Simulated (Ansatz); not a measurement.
Stepwise reaction of `[F][Ga]([F])[F]` with hydrogen sulfide, as a gas-phase model of exchange steps in deposition or etching. ΔE in kJ/mol; ΔG adds harmonic PBE0-D4 terms to CCSD(T)/CBS, at 1 bar.

Program: Ansatz. Geometries: PBE0-D4/def2-TZVP. ΔE: electronic, gas phase. CCSD(T)/CBS adds triple-zeta CCSD(T) − MP2 to the extrapolated MP2 energy (def2 sets, frozen cores). This one scheme is used for every species. DFT in def2-TZVPP. B3LYP here is the variant with VWN-RPA as its local correlation; programs differ in this. For Ga outer-core shells are correlated without core-valence functions, which leaves a few kJ/mol of doubt a bond. Scalar relativity is left out up to krypton. One conformer a species, not always the lowest.

| step | reaction | PBE-D4 | B3LYP-D4 | ωB97M-V | CCSD(T)/CBS | ΔG(400 K) |
| --- | --- | --- | --- | --- | --- | --- |
| 2 | `[F][Ga]([F])[SH]` + H₂S → `[F][Ga]([SH])[SH]` + H–F | -16.5 | -10.0 | -9.1 | -17.8 | -8.3 |
| 3 | `[F][Ga]([SH])[SH]` + H₂S → `[SH][Ga]([SH])[SH]` + H–F | -7.6 | -1.4 | -0.4 | -10.5 | -2.3 |

Problem. Give the row of step 1, `[F][Ga]([F])[F]` + H₂S → `[F][Ga]([F])[SH]` + H–F. (An estimate is asked.)

Solution. Ansatz gave: 
| step | reaction | PBE-D4 | B3LYP-D4 | ωB97M-V | CCSD(T)/CBS | ΔG(400 K) |
| --- | --- | --- | --- | --- | --- | --- |
| 1 | `[F][Ga]([F])[F]` + H₂S → `[F][Ga]([F])[SH]` + H–F | -30.8 | -24.3 | -23.3 | -30.3 | -26.3 |

Problem. By hand: ΔE of the 3 steps together at CCSD(T)/CBS.

Solution. (-30.3) + (-17.8) + (-10.5) = -58.6 kJ/mol, or -19.5 kJ/mol a step.

In ΔE each step is higher than the one before. All are downhill at CCSD(T)/CBS. ΔG lies between -26.3 and -2.3 kJ/mol a step. PBE-D4 differs from CCSD(T)/CBS by -0.5 to 2.9 kJ/mol a step. Isolated molecules leave out the surface, adducts and barriers. Largest T1 diagnostic: 0.015.
